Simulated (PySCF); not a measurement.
## Working out the ionisation energy of Cr

Cr [Ar] 3d5 4s1 (7S) → Cr+ [Ar] 3d5 (6S). Calculation: PySCF 2.14, in aug-cc-pVDZ; no relativity, point nucleus. Frozen: [Ar]. Energies in hartree (1 hartree = 27.21139 eV):

| part | Cr (lower) | Cr+ (upper) |
| --- | --- | --- |
| UHF | -1043.355111 | -1043.137869 |
| MP2 opposite-spin | 0.000000 | 0.000000 |
| MP2 same-spin | -0.081978 | -0.065700 |

Task: What does Hartree-Fock give?

Result: (-1043.137869) − (-1043.355111) = 0.217242 hartree = 5.911 eV.

Task: What do MP2 and SCS-MP2 (6/5 opposite-spin, 1/3 same-spin) give?

Result: The opposite-spin parts differ by 0.000 eV and the same-spin parts by 0.443 eV. MP2: 5.911 + (0.000) + (0.443) = 6.354 eV. SCS-MP2: 5.911 + 1.2 × (0.000) + (0.443)/3 = 6.059 eV.

Measured between the centres of the two terms (NIST): 6.767 eV, so MP2 (valence) is off by -0.413 eV.

The calculation is non-relativistic.

A double-zeta basis recovers only part of the correlation energy.

What remains against the reference includes basis incompleteness, the frozen core and correlation beyond second order.
